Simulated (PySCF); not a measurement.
**Ionisation energy of Ir⁷²⁺ by level of theory**

Ir⁷²⁺ [He] 2s2 2p1 [2p1/2^1, M_J = 1/2] → Ir⁷³⁺ [He] 2s2, as a difference of total energies. All numbers are calculated (PySCF 2.14, the two-component X2C-1e Hamiltonian, in an uncontracted even-tempered set (16 s from 60 bohr⁻², ratio 2.4; 13 p from 79 bohr⁻², ratio 2.4; 5 d from 250 bohr⁻², ratio 2.6; 4 f from 380 bohr⁻², ratio 2.6)). Correlated levels: nothing frozen; the 28 highest virtual spinors dropped. "Screened" scales the spin-orbit matrix elements by Boettger's factors to mimic the two-electron term; Breit and QED terms are absent.

| method | ionisation energy (eV) |
| --- | --- |
| GHF (spin-free) | 19399.4 |
| GMP2 (spin-free) | 19399.4 |
| GHF (screened spin-orbit) | 20673.2 |
| GMP2 (screened spin-orbit) | 20670.6 |

How much does correlation contribute at GMP2 (screened spin-orbit)?

20670.6 − (20673.2) = -2.6 eV, measured against GHF (screened spin-orbit).

For this ion Breit and QED terms and the two-electron picture change, all absent here, outweigh the correlation shift from GHF to GMP2.

The spin-free rows lack the spin-orbit shift.

For comparison: 20650 ± 70 eV (theoretical estimate listed by NIST; NIST Atomic Spectra Database, ionization energies).
